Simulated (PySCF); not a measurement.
Nuclear quadrupole coupling in `CCCCPCSC`

C6H15PS.
Geometry (GFN2-xTB, Å), atoms numbered from 1 in this order:
```xyz
23
C6H15PS angstrom
C     -4.0095   -0.3408   -0.9722
C     -2.8764    0.2972   -0.1782
C     -1.5240   -0.3210   -0.5254
C     -0.3908    0.3049    0.2823
P      1.2545   -0.4296   -0.1845
C      2.2285    0.2357    1.2644
S      3.8703   -0.5375    1.3892
C      4.6144    0.1298   -0.1211
H     -4.9621    0.1145   -0.7120
H     -3.8458   -0.2110   -2.0396
H     -4.0700   -1.4066   -0.7631
H     -3.0663    0.1719    0.8905
H     -2.8465    1.3696   -0.3851
H     -1.3262   -0.1883   -1.5919
H     -1.5557   -1.3962   -0.3296
H     -0.3399    1.3799    0.0789
H     -0.5665    0.1714    1.3541
H      1.0261   -1.6773    0.4088
H      2.3668    1.3147    1.1574
H      1.7235    0.0273    2.2088
H      5.5915   -0.3302   -0.2224
H      3.9847   -0.1277   -0.9696
H      4.7145    1.2082   -0.0296
```

Field gradients from the PBE0/pcSseg-1 density (PySCF, non-relativistic), principal values in atomic units, ordered |Vxx| ≤ |Vyy| ≤ |Vzz|:

```
atom     Vxx     Vyy      Vzz
  S7  0.6417  2.5022  -3.1439
```

Find the asymmetry η = (Vxx − Vyy)/Vzz and the couplings χ = eQV/h (234.96 MHz × Q in barn × V in au), with Q(33S) = −0.0678 b.

```
atom     environment  nucleus     η  χzz (MHz)  χxx (MHz)  χyy (MHz)
  S7  sulfide sulfur      33S  0.59      50.08     -10.22     -39.86
```

What is Vzz at S7 in SI units (1 au = 9.71736 × 10²¹ V/m²)?

-3.1439 au = -30.551 × 10²¹ V/m².

And the gradient at the other heavy atoms, for which no coupling is worked out here?

```
atom                     environment  Vzz (au)     η
  C1                   methyl carbon     0.047  0.01
  C2                chain CH2 carbon    -0.047  0.53
  C3                chain CH2 carbon     0.060  0.96
  C4  sp3 carbon bound to phosphorus     0.063  0.84
  P5            phosphine phosphorus    -1.391  0.16
  C6      sp3 carbon bound to sulfur     0.218  0.42
  C8                 S-methyl carbon     0.266  0.12
```

Were the hydrogens deuterons (Q(2H) = 0.00286 b), χzz would run from 130 kHz (H18) to 214 kHz (H21).

Isolated species at its GFN2-xTB geometry (one conformer only). GFN2-xTB bond lengths can be off by several hundredths of an ångström, more for odd bonds, and the gradients follow them. The small basis limits the accuracy of the gradients.
